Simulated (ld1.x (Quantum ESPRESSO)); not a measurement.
Which change was made? (Au, TM semilocal)

gold, norm-conserving Troullier–Martins (semilocal form), made with ld1.x (Quantum ESPRESSO) 7.5 (Wu–Cohen, scalar-relativistic). Core [Kr] 4d10 4f14, reference 5s2 5p6 5d9 6s0 6p0 (charge +2). Waves: 5s (bound): rc 1.50 bohr; 5d (bound): rc 2.00 bohr; 5p (bound): rc 1.50 bohr. Local part: the p channel. Core correction: Bessel-smoothed model core inside 1.10 bohr.

Cutoffs, loose and tight: the cutoffs (Ry, on a coarse ladder) from which the occupation-weighted sum of valence levels, in a spherical-Bessel basis at the reference potential, stays within 10 and 1 mRy of its value at 400 Ry. They do not see the model core or the augmentation charge, which bear on the density cutoff. Test errors are all-electron minus pseudo excitation energies from the reference, over the configurations 5s2 5p6 5d10 6s1 6p0; 5s2 5p6 5d10 6s0 6p0; 5s2 5p6 5d8 6s0 6p0; 5s2 5p6 5d7 6s0 6p0; 5s2 5p6 5d10 6s0.5 6p0; 5s2 5p6 5d9 6s1 6p1; 5s2 5p6 5d10 6s0 6p1; variants that change the core or the reference have their own tests. The largest error is taken over the tests solved by every variant that gives reliable tests at all, those not shown here included: 5s2 5p6 5d10 6s0 6p0; 5s2 5p6 5d10 6s0 6p1; 5s2 5p6 5d7 6s0 6p0; 5s2 5p6 5d8 6s0 6p0.

The base gives: outcome: generated; cutoff, loose: 80 Ry; cutoff, tight: 110 Ry; bound ghosts: none; largest test error (meV): +109.

On the changes marked as counting shells twice: ld1.x takes every shell without a wave as core, so the model core holds the marked electrons as well and exchange and correlation see them twice. This cancels in the reference configuration, but the file is broken for other ones, and its errors say nothing about a proper core correction.

**Question.** After one change the result is: outcome: generated; cutoff, loose: 140 Ry; cutoff, tight: 230 Ry; bound ghosts: none; largest test error (meV): +108. Which change was it?
A. wave 5s (bound): rc 1.50 bohr becomes 5s (bound): rc 1.12 bohr
B. reference 5s2 5p6 5d10 6s1 6p0 (6s counted twice)
C. type PAW, which also changes the form from semilocal to separable; waves now 5s (bound): rcut 1.30, rcutus 1.50 bohr; 6s (bound): rcut 1.30, rcutus 1.50 bohr; 5p (bound): rcut 1.40, rcutus 1.50 bohr; 6p (bound): rcut 1.40, rcutus 1.50 bohr; 5d (bound): rcut 1.75, rcutus 2.00 bohr; 5d channel at -1.5 Ry: rcut 1.75, rcutus 2.00 bohr; local potential all-electron potential smoothed inside 1.70 bohr (lloc = -2); augmentation BESSEL, radius 1.45 bohr

**Answer.** A. The others give: reference 5s2 5p6 5d10 6s1 6p0 (6s counted twice) → outcome: generated, misses its reference levels by 3.07 eV; cutoff, loose: 80 Ry; cutoff, tight: 110 Ry; bound ghosts: none; largest test error (meV): -9163 | type PAW, which also changes the form from semilocal to separable; waves now 5s (bound): rcut 1.30, rcutus 1.50 bohr; 6s (bound): rcut 1.30, rcutus 1.50 bohr; 5p (bound): rcut 1.40, rcutus 1.50 bohr; 6p (bound): rcut 1.40, rcutus 1.50 bohr; 5d (bound): rcut 1.75, rcutus 2.00 bohr; 5d channel at -1.5 Ry: rcut 1.75, rcutus 2.00 bohr; local potential all-electron potential smoothed inside 1.70 bohr (lloc = -2); augmentation BESSEL, radius 1.45 bohr → outcome: generated; cutoff, loose: 40 Ry; cutoff, tight: 70 Ry; bound ghosts: none; largest test error (meV): -36. In the semilocal form every listed channel keeps its own potential, so the choice of the local channel does not act on these tests. It acts once the file is put into the separable form.
